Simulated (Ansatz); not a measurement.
Reaction (substitution at a C–Si bond): `C[SiH](F)CF` + `CNCS` → `CNCSC` + `FC[SiH2]F`

Isolated molecules relaxed with PBE0-D4/def2-TZVP in Ansatz; ΔE leaves out vibrations. CCSD(T)/CBS is the MP2 limit (def2-TZVPP, def2-QZVPP) plus CCSD(T) − MP2 in def2-TZVPP, frozen cores. Functionals use def2-TZVPP. One conformer a species, not always the lowest.

Q: Is it downhill or uphill in electronic energy at CCSD(T)/CBS, and by how much? (An estimate is asked.)

A: Computed: Uphill: ΔE = +51.7 kJ/mol.

Q: What do these levels give: PBE-D4, PBE0, CCSD/def2-TZVPP, CCSD(T)/def2-TZVPP, HF/CBS(def2), MP2/CBS(def2)? (Best estimate.)

A: The calculation gave: PBE-D4 47.3, PBE0 51.2, CCSD/def2-TZVPP 54.4, CCSD(T)/def2-TZVPP 52.7, HF/CBS(def2) 52.3, MP2/CBS(def2) 50.1 kJ/mol.

Largest T1 diagnostic among the species: 0.011.
